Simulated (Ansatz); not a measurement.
Ansatz (a first-principles code) input (wB97M-V/def2-TZVPD):

Ansatz 0.2 input:
```yaml
crystal:
  periodic: [false, false, false]
  atoms:
    - {symbol: C, position_ang: [3.04459528, 0.82455667, -0.01376764]}
    - {symbol: C, position_ang: [2.05851943, -0.27293221, 0.40590229]}
    - {symbol: C, position_ang: [0.65771417, 0.16583924, 0.39356162]}
    - {symbol: C, position_ang: [-0.48230289, -0.05366312, -0.21600432]}
    - {symbol: C, position_ang: [-0.62666428, -1.09253588, -1.31092727]}
    - {symbol: C, position_ang: [-1.73416619, 0.72086508, 0.14004568]}
    - {symbol: C, position_ang: [-2.82355322, -0.14154691, 0.78514198]}
    - {symbol: H, position_ang: [4.07076148, 0.45402858, 0.01636325]}
    - {symbol: H, position_ang: [2.97134747, 1.68493035, 0.65262526]}
    - {symbol: H, position_ang: [2.83194820, 1.16715588, -1.02738242]}
    - {symbol: H, position_ang: [2.32146234, -0.63377529, 1.40587093]}
    - {symbol: H, position_ang: [2.17157675, -1.14016572, -0.26342559]}
    - {symbol: H, position_ang: [-1.32389718, -1.88039221, -1.01558796]}
    - {symbol: H, position_ang: [0.32513941, -1.56119490, -1.55616664]}
    - {symbol: H, position_ang: [-1.02578681, -0.63133335, -2.21916761]}
    - {symbol: H, position_ang: [-1.46523480, 1.53383036, 0.81556266]}
    - {symbol: H, position_ang: [-2.13371707, 1.18143721, -0.77097371]}
    - {symbol: H, position_ang: [-3.16117115, -0.93516019, 0.11667423]}
    - {symbol: H, position_ang: [-3.69410261, 0.46500929, 1.04183649]}
    - {symbol: H, position_ang: [-2.45317981, -0.60786724, 1.70005695]}
basis:
  gaussian:
    orbitals: def2-TZVPD
hamiltonian:
  xc: {name: wB97M-V}
magnetization: {spin_polarized: true, initial_magnetization: 1}
output: {forces: true}
```

End of the output:

```
mean field evaluation 1: about -7459.2580 eV, gradient 4.1e1 eV
mean field evaluation 2: about -7463.4327 eV, gradient 2.9e1 eV
mean field evaluation 4: about -7467.3887 eV, gradient 2.1e0 eV
mean field evaluation 8: about -7467.4302 eV, gradient 2.0e-1 eV
mean field evaluation 16: about -7467.3682 eV, gradient 3.8e-3 eV
mean field -7467.36816194 eV, -274.4207183874 hartree, gradient 5.2e-5 eV, S^2 0.760239; 0 other end points of the search recorded, 0 dependent functions left out
the calculation of the forces begins
reference -7467.36824053 eV, -274.4207212754 hartree; 28, 27 occupied and 348, 349 virtual orbitals, 1881 factors
Total energy: -7467.36824053 eV, -274.4207212754 hartree
Atom 0 at     3.044595     0.824557    -0.013768 Å, force    -0.054747    -0.041690     0.013837 eV/Å
Atom 1 at     2.058519    -0.272932     0.405902 Å, force     0.201857    -0.027546     0.003559 eV/Å
Atom 2 at     0.657714     0.165839     0.393562 Å, force    -0.172644     0.034718    -0.057192 eV/Å
Atom 3 at    -0.482303    -0.053663    -0.216004 Å, force     0.052834    -0.004429     0.045919 eV/Å
Atom 4 at    -0.626664    -1.092536    -1.310927 Å, force    -0.023392     0.004435    -0.002516 eV/Å
Atom 5 at    -1.734166     0.720865     0.140046 Å, force    -0.065117    -0.007488     0.016402 eV/Å
Atom 6 at    -2.823553    -0.141547     0.785142 Å, force     0.059962     0.020000    -0.026313 eV/Å
Atom 7 at     4.070761     0.454029     0.016363 Å, force    -0.036419     0.008039    -0.000345 eV/Å
Atom 8 at     2.971347     1.684930     0.652625 Å, force    -0.002351    -0.024164    -0.012605 eV/Å
Atom 9 at     2.831948     1.167156    -1.027382 Å, force    -0.000831    -0.009738     0.020967 eV/Å
Atom 10 at     2.321462    -0.633775     1.405871 Å, force    -0.025388     0.015483    -0.040805 eV/Å
Atom 11 at     2.171577    -1.140166    -0.263426 Å, force    -0.021490     0.028280     0.015104 eV/Å
Atom 12 at    -1.323897    -1.880392    -1.015588 Å, force     0.017779     0.022611     0.006270 eV/Å
Atom 13 at     0.325139    -1.561195    -1.556167 Å, force    -0.002194     0.005663     0.004525 eV/Å
Atom 14 at    -1.025787    -0.631333    -2.219168 Å, force     0.014410    -0.001725     0.031162 eV/Å
Atom 15 at    -1.465235     1.533830     0.815563 Å, force     0.002060    -0.011091    -0.007714 eV/Å
Atom 16 at    -2.133717     1.181437    -0.770974 Å, force     0.020202    -0.016423     0.014978 eV/Å
Atom 17 at    -3.161171    -0.935160     0.116674 Å, force     0.007434     0.010836     0.001071 eV/Å
Atom 18 at    -3.694103     0.465009     1.041836 Å, force     0.027999    -0.016821    -0.010332 eV/Å
Atom 19 at    -2.453180    -0.607867     1.700057 Å, force     0.000035     0.011049    -0.015974 eV/Å
Dipole moment:     0.045040    -0.108328    -0.099536 e Å
```

It need not be the lowest isomer of its formula.
